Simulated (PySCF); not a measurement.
2-fluoropenta-1,4-diene (C5H7F), SMILES C=CCC(=C)F.

Geometry optimised at PBE-D3(BJ)/def2-SVP. The values are those of a single conformer.

These are PBE-D3(BJ)/def2-SVP run with PySCF values and carry that method's errors.

Harmonic, unscaled wavenumbers; measured fundamentals usually lie a few per cent lower.

```csv
mode,ν (cm⁻¹),IR (km/mol),moving atoms (share of kinetic energy)
1,67,0.1,"C 58 %, H 34 %, F 9 %"
2,78,0.3,"C 52 %, F 26 %, H 23 %"
3,212,0.5,"C 48 %, H 35 %, F 17 %"
4,349,0.2,"C 58 %, H 32 %, F 10 %"
5,413,0.2,"H 49 %, C 36 %, F 15 %"
6,464,6.0,"C 43 %, H 33 %, F 24 %"
7,551,4.3,"H 53 %, C 45 %"
8,655,8.6,"C 55 %, H 42 %"
9,722,0.2,"H 86 %, C 10 %"
10,819,50.5,"H 71 %, C 29 %"
11,859,14.2,"C 55 %, H 35 %, F 10 %"
12,879,16.2,"H 63 %, C 33 %"
13,903,23.1,"H 71 %, C 29 %"
14,920,33.8,"H 43 %, C 32 %, F 25 %"
15,944,1.7,"C 53 %, H 46 %"
16,992,12.0,"H 90 %, C 10 %"
17,1079,3.5,"H 57 %, C 42 %"
18,1178,11.8,"H 68 %, C 30 %"
19,1235,8.4,"H 70 %, C 29 %"
20,1266,8.1,"H 74 %, C 25 %"
21,1295,60.4,"C 67 %, H 27 %"
22,1343,0.6,"H 86 %, C 14 %"
23,1373,8.3,"H 86 %, C 14 %"
24,1383,6.4,"H 86 %, C 14 %"
25,1674,32.8,"C 89 %, H 11 %"
26,1701,82.8,C 92 %
27,2967,10.0,H 95 %
28,3027,7.3,"H 91 %, C 9 %"
29,3068,9.9,H 95 %
30,3079,5.6,"H 92 %, C 8 %"
31,3109,0.5,H 94 %
32,3170,8.3,"H 89 %, C 11 %"
33,3216,0.8,"H 89 %, C 11 %"
```
